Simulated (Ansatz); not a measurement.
Basis-set series for `C[SiH](F)BN`. Charge 0, multiplicity 1. All single points use the PBE0-D4/def2-TZVP geometry. It is one conformer, not always the lowest.

| functional | basis | functions | energy (Eh) | HOMO (eV) | LUMO (eV) |
| --- | --- | --- | --- | --- | --- |
| PBE0-D4 | def2-TZVPP | 264 | -511.10717 | -7.65 | -0.59 |
| PBE0-D4 | def2-QZVPP | 508 | -511.13009 | -7.67 | -0.67 |
| ωB97M-V | def2-TZVPP | 264 | -511.36063 | -9.82 | 1.29 |
| ωB97M-V | def2-QZVPP | 508 | -511.38212 | -9.84 | 1.10 |

(1) Give the rows for def2-SVP. (Estimate.)

## Answers

(1) The calculation gave: 
```tsv
functional	basis	functions	energy (Eh)	HOMO (eV)	LUMO (eV)
PBE0-D4	def2-SVP	109	-510.73791	-7.56	-0.34
ωB97M-V	def2-SVP	109	-510.98084	-9.70	1.70
```

Positive LUMOs are unbound and depend on the basis.

All numbers were calculated with Ansatz.
